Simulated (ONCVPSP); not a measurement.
## What the settings do to the ONCV potential of Ti (Z = 22)

Base potential:

```json
{
 "Element": "titanium (Ti)",
 "Generator": "ONCVPSP 4.0.1",
 "Type": "optimised norm-conserving Vanderbilt (ONCV)",
 "Functional": "LDA (Perdew-Zunger)",
 "Relativity": "scalar-relativistic",
 "Frozen core": "[Ne]",
 "Valence charge": "12",
 "Reference configuration": "3s2 3p6 3d2 4s1 (charge +1)",
 "Partial waves": "3s+4s: rc 1.75 bohr, ncon 3, nbas 6, qcut 6.2 1/bohr, 2 projectors; 3p: rc 1.20 bohr, ncon 3, nbas 7, qcut 5.5 1/bohr, 1 projector; 3d: rc 1.80 bohr, ncon 4, nbas 9, qcut 9.4 1/bohr, 2 projectors, debl 1.4 Ha",
 "Local potential": "polynomial inside 1.05 bohr (lpopt 5, dvloc0 3 Ha)",
 "Core correction": "Teter function, fcfact 2.25, rcfact 1.4"
}
```

All-electron outer shells of the reference configuration (LDA (Perdew-Zunger), scalar-relativistic, ld1.x):

```json
{"shell": "2p", "level (eV)": "-451.32", "outermost node (bohr)": "–", "outermost maximum (bohr)": "0.22"}
{"shell": "3s", "level (eV)": "-69.63", "outermost node (bohr)": "0.40", "outermost maximum (bohr)": "0.87"}
{"shell": "3p", "level (eV)": "-46.15", "outermost node (bohr)": "0.37", "outermost maximum (bohr)": "0.90"}
{"shell": "3d", "level (eV)": "-11.64", "outermost node (bohr)": "–", "outermost maximum (bohr)": "0.97"}
{"shell": "4s", "level (eV)": "-10.60", "outermost node (bohr)": "1.24", "outermost maximum (bohr)": "2.74"}
```

Cutoffs, loose and tight: the cutoffs (Ha) at which the residual kinetic energy of the hardest occupied pseudo-wave falls to 1 and 0.1 mHa per electron. They do not see the model core or the augmentation charge, which bear on the density cutoff. Test errors are all-electron minus pseudo excitation energies from the reference, over the configurations 3s2 3p6 3d2 4s2; 3s2 3p6 3d2 4s0; 3s2 3p6 3d1 4s0; 3s2 3p5 3d2 4s2. A dash means not determined; rows that change the core or the reference have their own tests.

```tsv
change	outcome	cutoff, loose	cutoff, tight	bound ghosts	GHOST(+) flags above zero	largest test error (meV)
base	generated	31 Ha	100 Ha	none	none	+54
p: rc 0.84; local potential polynomial inside 0.84 bohr (lpopt 5, dvloc0 3 Ha)	generated	36 Ha	186 Ha	none	none	+56
p: rc 1.16	generated	31 Ha	100 Ha	none	none	+54
p: rc 1.26	generated	31 Ha	97 Ha	none	none	+53
p: rc 1.46	generated	31 Ha	77 Ha	none	none	+47
p: rc 1.62	generated	31 Ha	61 Ha	none	none	+39
p: rc 1.7	generated	31 Ha	53 Ha	none	p	+36
```

(1) What comes out with this change to the base: p: rc 1.02; local potential polynomial inside 1.02 bohr (lpopt 5, dvloc0 3 Ha)?

## Answers

(1) outcome: generated; cutoff, loose: 31 Ha; cutoff, tight: 59 Ha; bound ghosts: none; GHOST(+) flags above zero: none; largest test error (meV): +56.

Reading the sweep of the p radius (base included, trends over the rows without a ghost): The loose cutoff stays near 31 Ha. The median size of the test errors (rows with all tests solved) is not monotonic: lowest 1.2 meV at 1.46 bohr, highest 17.2 meV at 1.7 bohr.
